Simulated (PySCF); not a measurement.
Computed shifts of a molecule C3H7NSi2, PySCF with PBE/pcSseg-1, GIAO, gas phase, atoms alike by connectivity averaged where their shifts nearly agree, in ppm (number of nuclei): ²⁹Si: -6.5 (1), -84.3 (1). ¹³C: 186.4 (1), 169.7 (1), 161.0 (1). ¹⁵N: 370.7 (1). ¹H: 9.18 (1), 7.99 (1), 5.56 (2), 4.74 (3). References: ²⁹Si against TMS (σ = 335.4 ppm); ¹³C against TMS (σ = 182.0 ppm); ¹⁵N against NH3 (σ = 267.0 ppm); ¹H against TMS (σ = 31.49 ppm), references at their B3LYP-D3(BJ)/def2-TZVP geometries, non-relativistic. Geometry optimised at PBE0-D3(BJ)/def2-SVP. A frequency run showed that this geometry is not a minimum. One conformer was computed; it need not be the lowest.

Problem. Pick the molecule that these values belong to.
(A) C1=C[SiH2]N=C[SiH2]1
(B) C#C[SiH2]/C=N/[SiH3]
(C) [SiH3]C1=CN=C[SiH2]1
(D) [SiH3]C1=C[SiH2]N=C1

Solution. D, [SiH3]C1=C[SiH2]N=C1
